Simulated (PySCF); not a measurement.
**Selenium: a sound run and one with changed settings**

Sound run: Se [Ar] 3d10 4s2 4p4, Se⁺ [Ar] 3d10 4s2 4p3. Calculation: PySCF 2.14, in cc-pVDZ-PP with ECP10MDF (4s3p2d, 23 functions); a scalar-relativistic core potential. The sound run starts from symmetry-adapted Hartree-Fock orbitals and uses a fine grid where one is needed.

Changed run: radial step 1.2 in ln r (0.13 in the sound run). This setting is unsound on purpose.

```csv
species,method,sound run (hartree),changed run (hartree),converged
Se,UHF,-371.84469,-371.84469,yes
Se,B3LYP,-373.16925,-380.23587,yes
Se,MN15,-373.52431,-375.28695,yes
Se⁺,UHF,-371.53218,-371.53218,yes
Se⁺,B3LYP,-372.81179,-379.81152,yes
Se⁺,MN15,-373.18178,-374.94092,yes
```

Ionisation energy of Se:

```csv
method,sound run (eV),changed run (eV)
UHF,8.504,8.504
B3LYP,9.727,11.547
MN15,9.321,9.416
```

A coarse radial grid mis-integrates the density and the exchange-correlation energy, with errors of either sign; Hartree-Fock needs no grid.

For comparison, NIST gives 9.752 eV between the lowest levels.
